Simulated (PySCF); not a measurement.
Start geometry of `P[BH][SbH2]` from GFN2-xTB (Å):
```
atom  x, y, z in Å
P1    -1.716   -0.289   -0.275
B2    -0.123   -0.484    0.572
Sb3    1.689   -0.621   -0.617
H4    -2.435    0.441    0.653
H5    -1.503    0.806   -1.123
H6    -0.119   -0.863    1.673
H7     2.726    0.147    0.505
H8     1.537    0.844   -1.440
```

Q: What comes out of this run: PBE0-D3(BJ)/def2-SVP geometry optimisation, gas phase, def2 core potentials past Kr (PySCF)?

A: 
```
atom  x, y, z in Å
P1    -1.7553   -0.2012   -0.3230
B2    -0.1129   -0.4650    0.5041
Sb3    1.8216   -0.5979   -0.5985
H4    -2.5711    0.4214    0.6565
H5    -1.5742    0.8737   -1.2301
H6    -0.1295   -0.8721    1.6415
H7     2.6821    0.2220    0.6336
H8     1.5946    0.8251   -1.5268
```

The energy falls by 0.165 eV over 6 energy and gradient evaluations, the largest force component goes from 0.0204 to 2.2e-04 Eh/bohr, and the atoms move by 0.102 Å rms after alignment. The bond that changes most is B2–Sb3 (ends: three-coordinate boron; antimony bonded to B and 2 H), which lengthens by 0.060 Å. Bonds longer at the end by more than 0.005 Å: 6 of 7; shorter: 0. Among the angles that change most is H4–P1–H5, from 94.2° to 100.5°. Rotational constants go from 22921, 1510, 1451 to 23462, 1375, 1325 MHz. The orientation of the end geometry is arbitrary; only internal coordinates are fixed.

The run used 83 basis functions and 42 SCF cycles in all. On AMD EPYC 9B14, one thread, shared host with 90 logical CPUs at a one-minute load of 36, this took 14 s and 0.37 GiB of memory at its peak.

Not checked by PBE0-D3(BJ)/def2-SVP frequencies. The numbers are those of one conformer.
